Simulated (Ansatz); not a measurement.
Reaction (substitution at a C–S bond): `SC1=C[SiH2]1` + `[NH2][GeH3]` → `[GeH3][NH]C1=C[SiH2]1` + H₂S

Program: Ansatz. Geometries: PBE0-D4/def2-TZVP. ΔE: electronic, gas phase. CCSD(T)/CBS is the MP2 limit (def2-TZVPP, def2-QZVPP) plus CCSD(T) − MP2 in def2-TZVPP, frozen cores. This one scheme is used for every species. DFT in def2-TZVPP. HSE06 is defined as in plane-wave codes. For Ge outer-core shells are correlated without core-valence functions, which leaves a few kJ/mol of doubt a bond. Scalar relativity is left out up to krypton. Each species was taken in one conformer, which may not be the lowest.

`SC1=C[SiH2]1`:

Z-matrix (Å, degrees):
```
Si
C 1 1.814
C 1 1.798 2 43.5
H 1 1.483 2 120.9 3 106.0
H 1 1.483 2 120.9 3 -106.0
S 2 1.718 1 156.7 3 -180.0
H 3 1.081 1 154.9 2 180.0
H 6 1.342 2 97.3 1 -0.0
```

`[NH2][GeH3]`:

Z-matrix (Å, degrees):
```
Ge
N 1 1.843
H 1 1.536 2 106.9
H 1 1.548 2 114.5 3 -120.5
H 1 1.536 2 106.8 3 119.0
H 2 1.011 1 113.7 3 59.1
H 2 1.011 1 113.6 3 -176.9
```

`[GeH3][NH]C1=C[SiH2]1`:

Z-matrix (Å, degrees):
```
Ge
N 1 1.849
H 1 1.536 2 109.2
H 1 1.536 2 109.2 3 120.1
H 1 1.534 2 105.6 3 -119.9
C 2 1.350 1 123.0 3 -60.0
H 2 1.005 1 120.4 3 120.1
Si 6 1.814 2 154.9 1 -179.9
C 6 1.346 2 137.9 1 -0.0
H 8 1.487 6 121.6 2 73.5
H 8 1.487 6 121.5 2 -73.7
H 9 1.082 6 137.0 2 -0.0
```

H₂S:

Cartesian coordinates in Å:
```
S -0.367 -0.492 -0.085
H 0.429 0.225 -0.893
H -0.061 0.266 0.978
```

Task: Is it downhill or uphill in electronic energy at CCSD(T)/CBS, and by how much? (Estimate.)

Result: Computed: Downhill: ΔE = -5.5 kJ/mol.

Task: What do these levels give: HSE06-D4, BHLYP-D4, HF/def2-SVP, CCSD/def2-SVP, CCSD(T)/def2-SVP, MP2/def2-QZVPP? (Best estimate.)

Result: Computed: HSE06-D4 -8.6, BHLYP-D4 -11.4, HF/def2-SVP -27.0, CCSD/def2-SVP -23.1, CCSD(T)/def2-SVP -22.6, MP2/def2-QZVPP -4.0 kJ/mol.

Largest T1 diagnostic among the species: 0.014.

At CCSD(T), def2-SVP lies −17.1 kJ/mol from the extrapolated value and def2-TZVPP −2.5 kJ/mol. From BLYP to BHLYP (50 % exact exchange), in def2-TZVPP and without D4, ΔE moves by −5.5 kJ/mol.
